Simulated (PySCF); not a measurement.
## Core-level binding energies of BeMe(SiH3)

Species: BeMe(SiH3), CH6BeSi.
Structure used (PBE0-D3(BJ)/def2-SVP), in Å, numbered top down from 1:
```xyz
9
CH6BeSi angstrom
Be     0.006    0.005    0.279
C     -0.002   -0.016    1.955
H     -1.011   -0.213    2.362
H      0.333    0.943    2.389
H      0.662   -0.799    2.365
Si     0.005    0.018   -1.910
H      1.340    0.397   -2.482
H     -0.991    0.990   -2.473
H     -0.340   -1.325   -2.485
```

Computed, not measured: delta-SCF UKS SCAN, pcX-2 on the ionised atom, pcseg-1 elsewhere, spin-free X2C (PySCF 2.14.0). Each binding energy is the total energy of the core-ionised species, with the hole localised on one atom, minus that of the ground state; both are solved self-consistently, so orbital relaxation is included.

Give the core binding energies atom by atom.

```json
{"atom(s)": "Be1", "environment": "beryllium bonded to C and Si", "level": "Be 1s", "binding energy (eV)": "120.36", "2p1/2 (eV)": "–", "count": "1"}
{"atom(s)": "C2", "environment": "carbon bonded to Be and 3 H", "level": "C 1s", "binding energy (eV)": "289.73", "2p1/2 (eV)": "–", "count": "1"}
{"atom(s)": "Si6", "environment": "silicon bonded to Be and 3 H", "level": "Si 2p3/2", "binding energy (eV)": "106.08", "2p1/2 (eV)": "106.70", "count": "1"}
{"atom(s)": "Si6", "environment": "silicon bonded to Be and 3 H", "level": "Si 1s", "binding energy (eV)": "1845.76", "2p1/2 (eV)": "–", "count": "1"}
```

Which effective nuclear charge Zeff reproduces each element's mean 1s value in the hydrogen-like formula E = 13.606 eV × Zeff²?

Be (Z = 4): mean 120.4 eV, Zeff = 2.97, Z − Zeff = 1.03; C (Z = 6): mean 289.7 eV, Zeff = 4.61, Z − Zeff = 1.39; Si (Z = 14): mean 1845.8 eV, Zeff = 11.65, Z − Zeff = 2.35. Means run over the listed sites, weighted by atom count.

For 2p shells one spin-free hole was relaxed; a mean-field spin–orbit operator and the ground-state splitting of the three 2p orbitals were then diagonalised within the shell. The shell's mean is (2 × 2p3/2 + 2p1/2)/3, and the degeneracies 2j + 1 give areas of 2:1. 2p1/2 minus 2p3/2 (ligand field included): Si 0.62 eV. Geometry: PBE0-D3(BJ)/def2-SVP; no solvent, vibrations or thermal averaging.
